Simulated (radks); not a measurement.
Problem. Species: Sc. Configuration: [Ar] 3d1 4s1 4p1 (not the ground configuration). Method: non-relativistic Kohn-Sham, LDA (Slater exchange, Perdew-Wang correlation), spin-unpolarised, spherical densities, point nucleus; computed with a radial shooting solver on a logarithmic mesh with Libxc functionals. Some entries of the table are withheld. Estimate them.

orbital  occ.  eigenvalue (eV)  <r^2> (bohr^2)  <r> (bohr)
1s          2        -4360.126        0.007300     0.07375
2s          2        -469.4701          0.1426         (1)
2p          6        -388.7490          0.1180         (2)
3s          2         -55.3758           1.356       1.084
3p          6         -34.8176           1.619       1.171
4s          1          -4.9601           15.12       3.626
3d          1          -4.6966           4.205       1.766
4p          1              (3)           27.06       4.821
5s          0              (4)             (5)       10.74

Solution. 
(1) 2s <r> (bohr): 0.3472
(2) 2p <r> (bohr): 0.3091
(3) 4p eigenvalue (eV): -2.1000
(4) 5s eigenvalue (eV): -0.3610
(5) 5s <r^2> (bohr^2): 133.3
